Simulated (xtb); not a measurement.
Cl3Fe (SMILES [Cl][Fe]([Cl])[Cl]), sextet, at a GFN2-xTB geometry (such geometries of metal compounds can be far from the true shape). Base run: GFN2-xTB (xtb 6.7.1).

xtb was given this input:
```
$ xtb mol.xyz --gfn 2 --uhf 5 --json

# file mol.xyz
4

Fe    -0.09061902    -0.36016981    -0.20402693
Cl     1.97242024    -0.04348847    -0.35061360
Cl    -0.67696321    -0.59021958     1.79126336
Cl    -1.15686324     1.18455599    -1.12860857
```

Variants of this job, named by their change:

| change | ΔE vs base (kcal/mol) | dipole (D) | SCF cycles |
|---|---|---|---|
| base | 0.000 | 2.38 | 13 |
| etemp = 1000 | -0.043 | 2.37 | 13 |
| gbsa = methanol | -1.87 | 2.62 | 15 |
| acc = 0.0001 | 0.000 | 2.38 | 19 |
| acc = 1000 | 0.001 | 2.39 | 7 |
| etemp = 3000 | -4.15 | 2.31 | 14 |

ALPB and GBSA are two models with their own fitted parameters for each solvent, which aren't always the measured dielectric constant.
